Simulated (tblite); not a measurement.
**Question.** What does the GFN2-xTB structure of `CP(CCC(F)(F)F)C(F)(F)F` look like in three dimensions?

**Answer.** 
```xyz
19
C5H7F6P angstrom
C     -2.1113    1.4935    0.6121
P     -1.2151    0.6170   -0.7380
C      0.4442    0.4497    0.0953
C      1.3932   -0.4651   -0.6791
C      2.8064   -0.3327   -0.1439
F      2.8884   -0.6251    1.1628
F      3.6657   -1.1432   -0.7747
F      3.2846    0.9150   -0.2813
C     -1.8620   -1.1038   -0.2798
F     -3.1859   -1.1680   -0.4650
F     -1.3089   -2.0591   -1.0417
F     -1.6323   -1.4555    0.9969
H     -3.1779    1.4864    0.3904
H     -1.9333    1.0275    1.5810
H     -1.7719    2.5272    0.6345
H      0.8603    1.4618    0.1252
H      0.3251    0.0974    1.1241
H      1.4159   -0.2000   -1.7386
H      1.1049   -1.5140   -0.5876
```

Any rigid rotation of these coordinates is as good. Atoms count from 1 in this order. Of the pairs four or more bonds apart, F12···H17 is among the closest relative to their van der Waals radii: 2.50 Å, 94 % of the sum of Bondi's values. P2 (phosphine phosphorus) is pyramidal (angles 98.5°, 96.6° and 95.1°, sum 290.2°, 0.94 Å off the plane of its three neighbours). The 3 C–P bonds span 1.842 Å (C1–P2, drawn single) to 1.895 Å (P2–C9, drawn single), a spread of 0.053 Å.

Bonds between heavy atoms (Å): C1–P2 1.842, P2–C3 1.864, C3–C4 1.529, C4–C5 1.517, C5–F6 1.342, C5–F7 1.339, C5–F8 1.343, P2–C9 1.895, C9–F10 1.338, C9–F11 1.341, C9–F12 1.344.

The geometry is computed with GFN2-xTB (gas phase).

Point group: C1 (no symmetry element, even within 0.4 Å). Its GFN2-xTB frequencies are all real (lowest 20 cm⁻¹). One conformer, not necessarily the lowest (C1–P2–C3–C4 170°, P2–C3–C4–C5 168°). 3 starts were optimised and ended at 0.00, 0.50 and 0.50 kcal/mol (GFN2-xTB); the lowest of these is shown.
